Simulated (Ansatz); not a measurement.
Consider the substitution at a C–O bond: `CO[SiH](F)OC` + `C=CC(=O)O` → methyl acrylate + `CO[SiH](O)F`.

Calculated with Ansatz (gas phase, PBE0-D4/def2-TZVP geometries, no zero-point term in ΔE). CBS: MP2 limit from def2 TZ/QZ plus the TZ coupled-cluster correction, frozen cores. DFT in def2-TZVPP. One conformer a species, not always the lowest.

```tsv
level	ΔE (kJ/mol)
PBE-D4	-14.3
ωB97M-V	-14.6
PBE-QIDH	-15.8
CCSD(T)/def2-SVP	-10.7
MP2/def2-TZVPP	-18.0
HF/def2-QZVPP	-10.4
MP2/CBS(def2)	-18.0
CCSD/CBS(def2)	-15.0
```

**Question.** What does CCSD(T)/CBS give? (An estimate is asked.)

**Answer.** Computed: -16.5 kJ/mol. The listed levels differ from it by 2.2, 1.9, 0.7, 5.8, -1.5, 6.1, -1.5, 1.5 kJ/mol.

Largest T1 diagnostic among the species: 0.015.

At CCSD(T), def2-SVP lies +5.7 kJ/mol from the extrapolated value and def2-TZVPP +0.1 kJ/mol. In def2-TZVPP, CCSD(T) changes the Hartree–Fock value by −5.8 kJ/mol (the triples alone add −1.5 kJ/mol) and MP2 by −7.3 kJ/mol. Leaving LDA and LC-ωPBE aside and taking each functional with its dispersion term where it has one, the values, not all of them listed here, spread over 4.5 kJ/mol, from r2SCAN-D4 to BHLYP-D4. LDA lies −3.3 kJ/mol from PBE without D4.
